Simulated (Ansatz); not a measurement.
The same path of C₂H₇ClSi₂ (12 atoms, charge 0, multiplicity 1) was run twice with different band settings. The coordinate that changes most is the dihedral Si1–C2–Si3–H11.

All numbers below come from RKS r2SCAN/def2-SVP (Ansatz 0.2.0).

Relaxed end points:

```xyz
12
Properties=species:S:1:pos:R:3
Si -1.692 0.046 0.334
C 0.124 0.210 -0.143
Si 1.359 -1.117 0.338
C 0.574 1.272 -0.831
Cl -0.449 2.590 -1.351
H -2.112 1.174 1.217
H -2.558 0.016 -0.880
H -1.855 -1.239 1.079
H 1.397 -1.273 1.824
H 2.717 -0.739 -0.159
H 0.961 -2.432 -0.250
H 1.612 1.436 -1.144
```

```xyz
12
Properties=species:S:1:pos:R:3
Si -1.395 0.514 0.879
C 0.068 0.125 -0.244
Si 1.292 -1.220 0.219
C 0.268 0.794 -1.391
Cl -0.780 2.069 -1.963
H -1.335 1.926 1.358
H -2.686 0.282 0.167
H -1.320 -0.402 2.057
H 0.593 -2.534 0.350
H 1.933 -0.908 1.532
H 2.345 -1.322 -0.837
H 1.094 0.623 -2.092
```

Common settings: spring 5.0 eV/Å²; optimiser quadratic models (default); start path IDPP; force threshold 0.05 eV/Å; end points relaxed.

| run | movable images | climbing image | iteration limit |
| --- | --- | --- | --- |
| 1 | 7 | yes | 44 |
| 2 | 1 | no | 60 |

**Question.** What does each run give, and how far can it be trusted?

**Answer.** Run 1: converged after 5 iterations, highest image 0.082 eV above the first end. A vibrational analysis at the climbing image gives one clearly imaginary mode, 134i cm⁻¹: a first-order saddle point.
Run 2: converged after 5 iterations, highest image 0.082 eV above the first end. No image climbed, so the highest image needn't sit at the top of the path. So few images can step over the top or miss a turn of the path.
